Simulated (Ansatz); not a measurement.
```xyz
15

C     2.231    1.253    1.757
Se    0.709    2.363    1.271
Se    0.528    1.790   -0.987
Ga   -0.745   -0.187   -0.854
C    -1.206   -0.960   -2.604
C    -1.212   -0.908    0.909
H     2.473    1.501    2.792
H     1.966    0.199    1.684
H     3.078    1.482    1.115
H    -0.929   -2.016   -2.636
H    -0.711   -0.440   -3.425
H    -2.287   -0.899   -2.758
H    -1.047   -0.165    1.689
H    -2.255   -1.229    0.926
H    -0.593   -1.785    1.120
```

The species carries charge 0 and has multiplicity 1.

(1) List the r2SCAN/def2-TZVPP orbital energies in eV (Ansatz). (Estimate.)

Answers

(1) Ansatz gave: Occupied: -12334.27, -12334.00, -10122.03, -1574.89, -1574.64, -1412.16, -1412.12, -1412.04, -1411.90, -1411.84, -1411.82, -1244.23, -1100.67, -1100.57, -1100.54, -273.75, -272.72, -272.67, -211.00, -210.74, -154.51, -154.39, -154.24, -154.11, -154.03, -153.95, -147.81, -100.77, -100.52, -100.40, -54.88, -54.86, -54.65, -54.56, -54.56, -54.52, -54.51, -54.45, -54.30, -54.30, -20.46, -20.27, -20.26, -20.23, -20.19, -19.87, -17.93, -17.55, -17.51, -15.24, -10.99, -10.89, -10.32, -10.20, -10.20, -10.00, -9.97, -9.20, -8.04, -7.31, -6.93, -6.10, -5.23. Lowest empty: -1.91, -1.33, -0.21, 0.09, 1.21, 1.58, 2.07, 2.56.
